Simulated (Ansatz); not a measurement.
BBrFH2N, SMILES `NB(F)Br`, relaxed with RKS PBE0-D4/def2-TZVP in Ansatz 0.2.0 from a PBE-D4/def2-SVP geometry. The force threshold is 0.005 eV/Å; the program also tests the step.

Charge 0, multiplicity 1.

Start:

```xyz
6

N    -0.549    0.583    0.028
B     0.377   -0.448   -0.165
F     0.541   -1.008   -1.370
Br    1.455   -1.097    1.314
H    -0.699    1.031    0.929
H    -1.125    0.939   -0.736
```

```json
{"step": "1", "energy (eV)": "-74954.9386", "largest force (eV/Å)": "0.506", "largest move (Å)": "0.000"}
{"step": "2", "energy (eV)": "-74954.9571", "largest force (eV/Å)": "0.165", "largest move (Å)": "0.013"}
{"step": "3", "energy (eV)": "-74954.9584", "largest force (eV/Å)": "0.044", "largest move (Å)": "0.006"}
{"step": "4", "energy (eV)": "-74954.9585", "largest force (eV/Å)": "0.062", "largest move (Å)": "0.004"}
{"step": "5", "energy (eV)": "-74954.9585", "largest force (eV/Å)": "0.005", "largest move (Å)": "0.002"}
```

End:

```xyz
6

N    -0.547    0.580    0.026
B     0.371   -0.441   -0.163
F     0.536   -0.999   -1.354
Br    1.447   -1.092    1.303
H    -0.694    1.021    0.915
H    -1.114    0.930   -0.727
```

Hardware: 2 threads of a server CPU on a shared host. Wall time 19 s, peak host memory 0.34 GiB.
